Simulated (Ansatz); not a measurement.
Basis sets compared for the cluster Be₃Br₄⁺. Charge 1, multiplicity 2. Geometry PBE0-D4/def2-SVP. Ansatz on 4 threads of Intel Xeon on a shared host; times are rough, and most runs start from earlier orbitals.

```xyz
7

Be   -0.993    0.519   -1.019
Be    0.517   -1.529    0.841
Be    0.738    0.408    1.614
Br   -0.490   -1.677   -0.954
Br    2.461   -0.867    1.472
Br   -2.153    1.217   -2.438
Br   -0.081    1.929    0.485
```

Another isomer (doublet) lies 0.73 eV lower at PBE0-D4/def2-TZVP; other spin states weren't run for this one.

```tsv
level	functions	energy (Eh)	HOMO (eV)	LUMO (eV)	wall time
HF/STO-3G	87	-10222.1920	-12.24	-2.55	2.4 s
PBE-D4/def2-SVP	155	-10337.9017	-10.09	-8.50	5.5 s
PBE0-D4/def2-SVP	155	-10338.2747	-11.26	-7.79	14 s
```

(1) Estimate the rows for HF/def2-TZVP, PBE-D4/def2-TZVP (with forces), PBE0-D4/def2-TZVP.

## Answers

(1) 
```
                         level  functions  energy (Eh)  HOMO (eV)  LUMO (eV)  wall time
                  HF/def2-TZVP        249  -10333.5861     -13.79      -4.18       25 s
PBE-D4/def2-TZVP (with forces)        249  -10339.2048      -9.92      -8.25       12 s
             PBE0-D4/def2-TZVP        249  -10339.5811     -11.05      -7.48       30 s
```
